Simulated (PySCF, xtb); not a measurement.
Si(F)(H)(SMe)2 (C2H7FS2Si), SMILES CS[SiH](F)SC.

GFN2-xTB run with xtb at its own geometry gives an orbital gap of 4.08 eV and a dipole moment of 2.85 D.

Geometry: B3LYP-D3(BJ)/def2-SVP. One conformer was computed; it need not be the lowest.

Problem. What does PBE/def2-TZVP (PySCF) give? (The exact figures need the calculation; the answer reports its results.)

Solution. gap 4.80 eV (levels -5.98 and -1.19 eV), dipole 3.05 D.
